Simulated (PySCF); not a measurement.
C5H7FO, SMILES C=C[C@]1(F)CCO1. Geometry optimised at PBE-D3(BJ)/def2-SVP. The structure was generated by enumeration; whether it is a known compound was not checked. The values are those of a single conformer.

Level of theory: PBE-D3(BJ)/def2-SVP (PySCF).

Harmonic wavenumbers (cm⁻¹): 83, 92, 266, 286, 418, 441, 482, 655, 686, 754, 856, 900, 926, 966, 983, 989, 1001, 1052, 1119, 1127, 1154, 1204, 1241, 1266, 1297, 1373, 1393, 1458, 1676, 2966, 3021, 3031, 3084, 3103, 3105, 3189. Rotational constants (GHz): 5.274, 2.060, 1.901; symmetry number 1.

Work out the zero-point energy and the ideal-gas rigid-rotor harmonic-oscillator thermochemistry at 298.15 K and 1 atm.

ZPE = ½ Σ hcν = ½ × 47643 cm⁻¹ = 284.97 kJ/mol. H − E(el) = 305.55 kJ/mol. Entropy in J/(mol K): translation 166.44, rotation 113.57, vibration 63.53, total 343.54. G − E(el) = 203.12 kJ/mol. Cp = 113.56 J/(mol K). Modes under 150 cm⁻¹ make the vibrational entropy uncertain.
